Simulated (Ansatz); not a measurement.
H4OSiZn (`[OH][Zn][SiH3]`), 7 atoms. Charge 0, multiplicity 1. For Zn the d shell is correlated and the shells below it are frozen. Scalar relativity is left out up to krypton. All runs use 2 threads of an AMD EPYC 7R43 on a shared host. Correlated methods freeze the cores.

Question: How many basis functions does each run have, and how long does it take in Ansatz? RKS BLYP-D4/def2-TZVPP energy; RKS ωB97M-V/def2-QZVPP energy; RKS PBE0-D4/def2-TZVP frequencies; direct RPA on PBE orbitals with 3s3p of Cu, Zn/def2-TZVPP energy; RKS PBE0-D4/def2-TZVPP energy; RKS PBE0-D4/def2-TZVP relaxation (10 steps); RHF-CCSD(T) with 3s3p of Cu, Zn/def2-SVP energy; RHF-MP2 with 3s3p of Cu, Zn/def2-QZVPP energy; RHF-CCSD(T) with 3s3p of Cu, Zn/def2-TZVPP energy; RKS ωB97M-V/def2-SVP energy; RKS BHLYP-D4/def2-TZVPP energy; RKS PBE0-D4/def2-QZVPP energy. (An estimate is asked.)

Answer: The calculation gave: Other jobs shared the machine, so times are rough.

```tsv
level	job	functions	wall time	peak host memory (GiB)
RKS BLYP-D4/def2-TZVPP	energy	193	3.4 s	0.24
RKS PBE0-D4/def2-TZVPP	energy	193	4.7 s	0.42
RHF-CCSD(T) with 3s3p of Cu, Zn/def2-SVP	energy	83	4.9 s	0.37
RKS BHLYP-D4/def2-TZVPP	energy	193	5.5 s	0.45
RKS ωB97M-V/def2-SVP	energy	83	6.5 s	0.37
direct RPA on PBE orbitals with 3s3p of Cu, Zn/def2-TZVPP	energy	193	7.5 s	0.37
RKS PBE0-D4/def2-QZVPP	energy	347	14 s	0.98
RHF-MP2 with 3s3p of Cu, Zn/def2-QZVPP	energy	347	24 s	1.3
RKS ωB97M-V/def2-QZVPP	energy	347	27 s	1.1
RKS PBE0-D4/def2-TZVP	relaxation (10 steps)	140	51 s	0.35
RHF-CCSD(T) with 3s3p of Cu, Zn/def2-TZVPP	energy	193	99 s	2
RKS PBE0-D4/def2-TZVP	frequencies	140	2.5 min	0.37
```
